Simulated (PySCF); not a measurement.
(3Z)-4-fluoropenta-1,3-diene (C5H7F), SMILES C=C/C=C(/C)F.

Coordinates come from a PBE0-D3(BJ)/def2-SVP optimisation. Other conformers were not sampled.

Level of theory: ωB97X/def2-TZVP (PySCF).

Symmetry labels are those of the subgroup Cs that the program uses (full group Cs).

Computed valence orbital energies around the gap with their symmetry:
```tsv
orbital	symmetry	energy (eV)
HOMO−7	A'	-14.70
HOMO−6	A'	-14.34
HOMO−5	A"	-14.16
HOMO−4	A'	-13.82
HOMO−3	A'	-13.08
HOMO−2	A'	-12.33
HOMO−1	A"	-11.61
HOMO	A"	-8.59
LUMO	A"	1.42
LUMO+1	A'	3.41
LUMO+2	A'	4.15
LUMO+3	A"	4.18
```
